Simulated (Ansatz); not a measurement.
`O[SiH](O)O` + `[OH][GeH2][NH][SiH3]` → `[OH][GeH2][NH][SiH](O)O` + `O[SiH3]`  (redistribution)

Gas-phase electronic energies from Ansatz, PBE0-D4/def2-TZVP geometries. CBS: MP2 limit from def2 TZ/QZ plus the TZ coupled-cluster correction, frozen cores. Functionals use def2-TZVPP. B3LYP here is the variant with VWN-RPA as its local correlation; programs differ in this. For Ge outer-core shells are correlated without core-valence functions, which leaves a few kJ/mol of doubt a bond. Scalar relativity is left out up to krypton. One conformer a species, not always the lowest.

```csv
level,ΔE (kJ/mol),difference from CCSD(T)/CBS
PBE-D4,-4.8,-2.0
r2SCAN-D4,-4.2,-1.4
PBE0-D4,-3.1,-0.3
B3LYP-D4,-4.4,-1.6
ωB97X-V,-3.6,-0.8
ωB97M-V,-4.4,-1.6
B2PLYP,-1.1,1.7
PBE,-1.5,1.3
r2SCAN,-3.2,-0.4
PBE0,-0.2,2.6
B3LYP,0.9,3.7
HF/def2-TZVPP,7.2,10.0
MP2/def2-TZVPP,-3.7,-0.9
SCS-MP2/def2-TZVPP,-1.9,0.9
CCSD/def2-TZVPP,-1.3,1.5
CCSD(T)/def2-TZVPP,-3.3,-0.5
HF/def2-QZVPP,7.8,10.6
MP2/def2-QZVPP,-3.2,-0.4
SCS-MP2/def2-QZVPP,-1.3,1.5
HF/CBS(def2),7.9,10.7
MP2/CBS(def2),-3.2,-0.4
CCSD/CBS(def2),-0.8,2.0
CCSD(T)/CBS,-2.8,0
```

Largest T1 diagnostic among the species: 0.012.

In def2-TZVPP, CCSD(T) changes the Hartree–Fock value by −10.4 kJ/mol (the triples alone add −2.0 kJ/mol) and MP2 by −10.8 kJ/mol. The D4 term adds −5.3 kJ/mol with B3LYP and −3.0 kJ/mol with PBE0; it sums over pairs of atoms, weighted by their polarisabilities, and B3LYP, whose exchange is more repulsive, gets the larger term.
